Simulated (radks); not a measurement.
Values are calculated unless marked as measured or tabulated.
Q: These are the eigenvalues of the occupied orbitals of an atom or ion with whole-number occupations (Ry). Code: a radial shooting solver on a logarithmic mesh with Libxc functionals. Model: scalar-relativistic Kohn-Sham, exchange-only LDA, spin-polarised, spherical densities, point nucleus.

1s: -6686.199
2s: -1367.344
2p: -1203.382
3s: -476.7668
3p: -429.3853
3d: -383.1446
4s: -234.8532

Which element is it, and in what charge state? The configuration may be excited. Open shells, if any, are filled with parallel spins first.

A: Z = 82, lead, charge +52: Pb52+ in [Ar] 3d10 4s2. The list shows which subshells hold electrons but not how many an open one holds; the 1s level, -3343.1 hartree, gives Z - s = 81.8 by -(Z - s)^2/2, which with screening and relativity narrows Z to a few neighbours, and the depths of the outer levels then fix element, charge and occupations together.
